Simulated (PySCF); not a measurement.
SMILES CCc1ccccc1N, GFN2-xTB optimised geometry.

```
20

C     -1.45    -2.58    -1.43
C     -1.46    -1.96    -0.03
C     -0.68    -0.67     0.00
C     -1.34     0.54    -0.01
C     -0.66     1.75    -0.01
C      0.72     1.74    -0.01
C      1.41     0.54     0.00
C      0.73    -0.67     0.00
N      1.45    -1.86    -0.07
H     -0.43    -2.77    -1.76
H     -1.92    -1.90    -2.14
H     -2.00    -3.52    -1.44
H     -1.05    -2.68     0.69
H     -2.49    -1.76     0.27
H     -2.42     0.54     0.00
H     -1.21     2.68    -0.01
H      1.27     2.67    -0.01
H      2.49     0.54     0.00
H      2.42    -1.78     0.20
H      0.99    -2.68     0.29
```

Density from PBE0/def2-SVP in PySCF at that geometry.

Minimum of the electron density along straight lines between bonded atoms, close to the bond critical point (lines longer than 1.1 times the sum of covalent radii, or with two minima, are not listed):

```json
[
 {"bond": "C1–C2", "length / Å": "1.530", "ρ at the minimum / e bohr⁻³": "0.240", "∇²ρ there / e bohr⁻⁵": "-0.54", "position (fraction from the first atom)": "0.50"},
 {"bond": "C2–C3", "length / Å": "1.505", "ρ at the minimum / e bohr⁻³": "0.253", "∇²ρ there / e bohr⁻⁵": "[?]", "position (fraction from the first atom)": "0.50"},
 {"bond": "C3–C4", "length / Å": "1.386", "ρ at the minimum / e bohr⁻³": "0.310", "∇²ρ there / e bohr⁻⁵": "-0.78", "position (fraction from the first atom)": "0.50"},
 {"bond": "C4–C5", "length / Å": "1.384", "ρ at the minimum / e bohr⁻³": "0.312", "∇²ρ there / e bohr⁻⁵": "-0.80", "position (fraction from the first atom)": "0.50"},
 {"bond": "C5–C6", "length / Å": "1.384", "ρ at the minimum / e bohr⁻³": "0.312", "∇²ρ there / e bohr⁻⁵": "-0.80", "position (fraction from the first atom)": "0.50"},
 {"bond": "C6–C7", "length / Å": "1.380", "ρ at the minimum / e bohr⁻³": "0.313", "∇²ρ there / e bohr⁻⁵": "-0.80", "position (fraction from the first atom)": "0.50"},
 {"bond": "C3–C8", "length / Å": "1.403", "ρ at the minimum / e bohr⁻³": "0.303", "∇²ρ there / e bohr⁻⁵": "-0.75", "position (fraction from the first atom)": "0.49"},
 {"bond": "C7–C8", "length / Å": "1.395", "ρ at the minimum / e bohr⁻³": "0.308", "∇²ρ there / e bohr⁻⁵": "-0.78", "position (fraction from the first atom)": "0.49"},
 {"bond": "C8–N9", "length / Å": "1.386", "ρ at the minimum / e bohr⁻³": "0.304", "∇²ρ there / e bohr⁻⁵": "-0.94", "position (fraction from the first atom)": "0.36"},
 {"bond": "C1–H10", "length / Å": "1.087", "ρ at the minimum / e bohr⁻³": "0.278", "∇²ρ there / e bohr⁻⁵": "-1.03", "position (fraction from the first atom)": "0.63"},
 {"bond": "C1–H11", "length / Å": "1.088", "ρ at the minimum / e bohr⁻³": "0.277", "∇²ρ there / e bohr⁻⁵": "-1.02", "position (fraction from the first atom)": "0.63"},
 {"bond": "C1–H12", "length / Å": "1.088", "ρ at the minimum / e bohr⁻³": "0.276", "∇²ρ there / e bohr⁻⁵": "-1.00", "position (fraction from the first atom)": "0.62"},
 {"bond": "C2–H13", "length / Å": "1.095", "ρ at the minimum / e bohr⁻³": "0.272", "∇²ρ there / e bohr⁻⁵": "-0.96", "position (fraction from the first atom)": "0.62"},
 {"bond": "C2–H14", "length / Å": "1.092", "ρ at the minimum / e bohr⁻³": "0.277", "∇²ρ there / e bohr⁻⁵": "-1.01", "position (fraction from the first atom)": "0.62"},
 {"bond": "C4–H15", "length / Å": "1.081", "ρ at the minimum / e bohr⁻³": "0.282", "∇²ρ there / e bohr⁻⁵": "-1.06", "position (fraction from the first atom)": "0.63"},
 {"bond": "C5–H16", "length / Å": "1.080", "ρ at the minimum / e bohr⁻³": "0.282", "∇²ρ there / e bohr⁻⁵": "-1.06", "position (fraction from the first atom)": "0.62"},
 {"bond": "C6–H17", "length / Å": "1.080", "ρ at the minimum / e bohr⁻³": "0.283", "∇²ρ there / e bohr⁻⁵": "-1.07", "position (fraction from the first atom)": "0.63"},
 {"bond": "C7–H18", "length / Å": "1.082", "ρ at the minimum / e bohr⁻³": "0.280", "∇²ρ there / e bohr⁻⁵": "-1.03", "position (fraction from the first atom)": "0.62"},
 {"bond": "N9–H19", "length / Å": "1.008", "ρ at the minimum / e bohr⁻³": "0.337", "∇²ρ there / e bohr⁻⁵": "-1.58", "position (fraction from the first atom)": "0.76"},
 {"bond": "N9–H20", "length / Å": "1.007", "ρ at the minimum / e bohr⁻³": "0.337", "∇²ρ there / e bohr⁻⁵": "-1.58", "position (fraction from the first atom)": "0.77"}
]
```

Problem. Fill in the missing entries.

Solution. 
- C2–C3, ∇²ρ there / e bohr⁻⁵: -0.59
